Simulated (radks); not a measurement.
Question: Radial electron density D(r) = 4 pi r^2 rho(r) of an atom or ion with 58 electrons. Calculated with a radial shooting solver on a logarithmic mesh with Libxc functionals: Dirac Kohn-Sham, PBE, spin-unpolarised, spherical densities, finite nucleus; Fermi nuclear charge, rms radius of each element as measured or else 0.836 A^(1/3) + 0.57 fm.

r (bohr),D(r) (e/bohr)
0.0008653,2.188
0.001032,2.953
0.00123,3.971
0.001467,5.315
0.001736,6.985
0.00207,9.244
0.002468,12.14
0.002943,15.81
0.003509,20.36
0.004184,25.90
0.00495,32.13
0.005902,39.59
0.007038,47.77
0.008393,56.24
0.01001,64.34
0.01193,71.21
0.01412,75.76
0.01683,77.72
0.02007,76.65
0.02394,73.31
0.02854,69.59
0.03403,68.11
0.04058,71.23
0.04801,79.01
0.05725,89.82
0.06826,98.28
0.0814,99.14
0.09706,91.19
0.1157,79.66
0.1369,73.48
0.1633,76.74
0.1947,84.62
0.2321,84.68
0.2768,69.94
0.3301,47.76
0.3905,33.37
0.4656,31.73
0.5552,36.02
0.6621,34.88
0.7895,26.27
0.9414,16.55
1.114,11.04
1.328,8.902
1.583,7.680
1.888,5.816
2.252,3.648
2.685,1.944
3.201,0.9414
3.787,0.4584
4.516,0.2110
5.385,0.09056
6.421,0.03720
7.657,0.02126
9.13,0.02668
10.8,0.04239
12.88,0.06372
15.36,0.07859
18.31,0.07439
21.84,0.04280
26.04,0.01482
30.8,0.003517
36.73,0.0004639

What is the nuclear charge?

Answer: Z = 58. The innermost maximum, from 1s, lies near gamma/Z bohr with gamma = sqrt(1 - (Z/c)^2) = 0.906, here 0.0156 bohr (found: 0.0172), and its height grows with Z. The density is that of neutral cerium in [Xe] 4f1 5d2 5f1; the configuration itself is not fixed sharply by these data, and Z only to a few units. D(r) has 5 maxima, at r = 0.0172, 0.0757, 0.214, 0.592, 16.4 bohr, and minima at 0.0332, 0.141, 0.433, 7.84 bohr, inside which lie 2.01, 11.23, 28.96, 57.02 electrons.
